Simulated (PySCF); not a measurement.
Species: C7H14OSi.
Atom-mapped SMILES: `[CH2:1]=[C:2]([CH2:3][SiH3:4])[C:5](=[CH2:6])[CH2:7][O:8][CH3:9]` (hydrogens: H10, H11 on C1; H12, H13 on C3; H14, H15, H16 on Si4; H17, H18 on C6; H19, H20 on C7; H21, H22, H23 on C9)

The geometry is computed with GFN2-xTB (gas phase).

(1) Give the optimised bond lengths and angles.

## Answers

(1) 
```
                     bond  length (bohr)   order
                    C1=C2          2.519  double
                    C2–C3          2.830  single
                   C3–Si4          3.611  single
                    C2–C5          2.776  single
                    C5=C6          2.513  double
                    C5–C7          2.870  single
                    C7–O8          2.662  single
                    O8–C9          2.656  single
                   C1–H10          2.036  single
                   C1–H11          2.032  single
           C3–H12, C3–H13          2.060  single
Si4–H14, Si4–H15, Si4–H16          2.767  single
                   C6–H17          2.032  single
                   C6–H18          2.036  single
           C7–H19, C7–H20          2.075  single
           C9–H21, C9–H22          2.064  single
                   C9–H23          2.075  single
```

Bonds in one row agree within 0.02 bohr and their mean is given. Orders are formal, as drawn. A selection of angles:
```
      angle  degrees
  C2–C1–H10    120.9
  C2–C1–H11    123.0
 H10–C1–H11    116.1
   C1–C2–C3    120.4
   C1–C2–C5    121.8
   C3–C2–C5    117.8
  C2–C3–Si4    111.8
  C2–C3–H12    110.3
 Si4–C3–H12    110.6
 Si4–C3–H13    107.9
 H12–C3–H13    107.1
 C3–Si4–H14    108.7
 C3–Si4–H15    111.0
 C3–Si4–H16    107.9
H14–Si4–H15    109.4
   C2–C5–C6    123.5
   C2–C5–C7    117.0
   C6–C5–C7    119.4
  C5–C6–H17    123.1
  C5–C6–H18    120.2
 H17–C6–H18    116.7
   C5–C7–O8    114.0
  C5–C7–H19    109.3
  O8–C7–H19    105.2
  O8–C7–H20    109.9
 H19–C7–H20    108.5
   C7–O8–C9    113.5
  O8–C9–H21    106.5
  O8–C9–H22    111.8
 H21–C9–H22    109.5
```

Torsions: C1–C2–C3–Si4 83° (synclinal); C1–C2–C5–C6 -154° (antiperiplanar); C2–C5–C7–O8 156° (antiperiplanar); C5–C7–O8–C9 -75° (synclinal). The mirror-image conformer, all signs reversed, is as good.

Of the pairs four or more bonds apart, O8···H18 is among the closest relative to their van der Waals radii: 2.44 Å, 90 % of the sum of Bondi's values. Si4 (SiH3 silicon) is tetrahedral (angles from 107.9° to 111.0°). The C–C distances run from 1.330 Å (C5=C6, drawn double) to 1.519 Å (C5–C7, drawn single), a spread of 0.189 Å.

Point group: C1 (no symmetry element, even within 0.4 Å). GFN2-xTB frequencies: not computed here. The numbers are those of one conformer.
